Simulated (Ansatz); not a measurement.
A made-up structure of C2H2In, doublet:

| atom | x (Å) | y (Å) | z (Å) |
| --- | --- | --- | --- |
| C1 | -1.5469 | -0.2113 | -0.1808 |
| C2 | -0.3696 | 0.0733 | -0.1273 |
| In3 | 1.6337 | 0.7570 | -0.1749 |
| H4 | 0.2697 | -0.7564 | 0.0351 |
| H5 | 2.8615 | -0.1392 | 0.6976 |

It is relaxed with PBE-D4/def2-SVP and then PBE0-D4/def2-TZVP (Ansatz 0.2.0). Atoms count as bonded within 1.22 times the sum of their covalent radii (H–H: 0.88 Å). The end point is not checked to be a true minimum.

Question: Does its bonding change? (Judge from chemistry; the calculation decides.)

Answer: The calculation gives: Yes. Formed: C1–In3; broken: C2–In3, In3–H4.

Where it ends: The first stage lowers the energy by 2.61 eV in 21 steps. It ends as C₂H₂In ([CH][C][InH]):
```
5
angstrom
C 0.1940 -0.1612 -0.0228
C -0.6935 -0.9871 -0.0242
In 1.5813 1.4352 -0.1133
H -1.4599 -1.7290 -0.0167
H 3.2265 1.1657 0.4266
```

Labels in which every atom is bracketed show which atoms are joined, not bond orders.

For scale, one of the runs: PBE0-D4/def2-TZVP relaxation, 124 basis functions, launched by `ansatz run in.yaml --threads 2 --pin off --events-out ev --progress --plain --max-ram 4352MiB`. Hardware: 2 CPU threads of an Arm Neoverse V2, shared host. Wall time about 21 s.
